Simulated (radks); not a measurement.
Values are calculated unless marked as measured or tabulated.
Q: Valence configurations of neutral thallium. Level of theory: Dirac Kohn-Sham, LDA (Slater exchange, Perdew-Wang correlation), spin-unpolarised, spherical densities, finite nucleus; open shells fill j = l - 1/2 first; Fermi nuclear charge, rms radius 5.4759 fm (a radial shooting solver on a logarithmic mesh with Libxc functionals). Order these by energy: [Xe] 4f13.5 5d10 6s2 6p1.5; [Hg] 6p1; [Xe] 4f14 5d9 6s2 6p2; [Xe] 4f13 5d10 6s2 6p2; [Xe] 4f14 5d6.5 6s2 6p4.5; [Xe] 4f14 5d10 6s1 6p2; [Xe] 4f14 5d8 6s2 6p3; [Xe] 4f14 5d7 6s2 6p4; [Xe] 4f14 5d6 6s2 6p5.

A: From the lowest, in eV above it: [Hg] 6p1 0.000; [Xe] 4f14 5d10 6s1 6p2 6.450; [Xe] 4f14 5d9 6s2 6p2 12.441; [Xe] 4f14 5d8 6s2 6p3 29.154; [Xe] 4f14 5d7 6s2 6p4 49.109; [Xe] 4f13.5 5d10 6s2 6p1.5 56.249; [Xe] 4f14 5d6.5 6s2 6p4.5 60.300; [Xe] 4f14 5d6 6s2 6p5 72.297; [Xe] 4f13 5d10 6s2 6p2 116.67. NIST lists [Hg] 6p1 as the ground configuration; this level of theory agrees among the configurations tried. The energies are those of spherical spin-averaged densities, not of single terms.
